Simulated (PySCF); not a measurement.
## Two-component Hartree-Fock for Pt⁺ (platinum, charge +1)

Start: [Xe] 4f14 5d9; 5d3/2 filled at m_j = -1/2, +1/2, +3/2; 5d5/2 filled at m_j = -5/2, -3/2, -1/2, +1/2, +3/2, +5/2. Calculated with PySCF 2.14 in x2c-SVPall-2c with one added diffuse shell each of s, d type (8s9p10d2f, 99 functions): generalised Hartree-Fock with the X2C-1e Hamiltonian and a Gaussian nucleus; one run each with spin-orbit coupling (SO) screened by Boettger's factors, then bare. This is a chosen level, not necessarily the ground level.

| spinor shell | electrons | ε, screened SO (eV) | ε, bare SO (eV) | weight of nominal j (bare SO) | rms radius, bare SO (bohr) |
| --- | --- | --- | --- | --- | --- |
| 1s1/2 | 2 | -78806.1 | -78804.4 | 1.000 | 0.0194 |
| 2s1/2 | 2 | -13997.1 | -13996.6 | 1.000 | 0.0782 |
| 2p1/2 | 2 | -13393.4 | -13433.3 | 1.000 | 0.0661 |
| 2p3/2 | 4 | -11658.7 | -11646.4 | 1.000 | 0.0742 |
| 3s1/2 | 2 | -3360.6 | -3360.5 | 1.000 | 0.200 |
| 3p1/2 | 2 | -3090.5 | -3099.2 | 1.000 | 0.191 |
| 3p3/2 | 4 | -2703.0 | -2700.3 | 1.000 | 0.207 |
| 3d3/2 | 4 | -2256.8 | -2264.2 | 1.000 | 0.182 |
| 4s1/2 | 2 | -764.26 | -764.24 | 1.000 | 0.441 |
| 4p1/2 | 2 | -648.20 | -650.35 | 1.000 | 0.446 |
| 4p3/2 | 4 | -554.99 | -554.34 | 1.000 | 0.480 |
| 4d3/2 | 4 | -364.23 | -365.80 | 1.000 | 0.497 |
| 4d5/2 | 6 | -347.02 | -346.01 | 1.000 | 0.508 |
| 5s1/2 | 2 | -128.28 | -128.29 | 1.000 | 1.03 |
| 4f5/2 | 6 | -101.09 | -102.20 | 1.000 | 0.563 |
| 4f7/2 | 8 | -97.788 | -96.977 | 1.000 | 0.567 |
| 5p1/2 | 2 | -87.849 | -88.211 | 0.999 | 1.15 |
| 5p3/2 | 4 | -74.083 | -73.974 | 0.999 | 1.20 |
| 5d3/2 | 3 | -20.729 | -20.888 | 0.975 | 1.73 |
| 5d5/2 | 6 | -19.124 | -19.035 | 0.992 | 1.80 |

Where does 3d5/2 lie, and what is the 3d spin-orbit splitting (bare SO)?

At -2170.2 eV, 93.926 eV above 3d3/2.

```
   quantity   screened SO       bare SO
E (hartree)  -18425.14204  -18426.75607
        M_J           3/2           3/2
       ⟨J²⟩         3.786         3.791
       ⟨L²⟩         6.268         6.265
       ⟨S²⟩         0.949         0.952
```

Each row is a mean over spinors that exchange with the open shell spreads, by up to 3.565 eV (5p1/2).

Breit and QED terms are absent; they matter most for the inner s and p1/2 levels.

Densities and radii are taken from the X2C orbitals without a picture-change correction, which distorts them close to the nucleus.
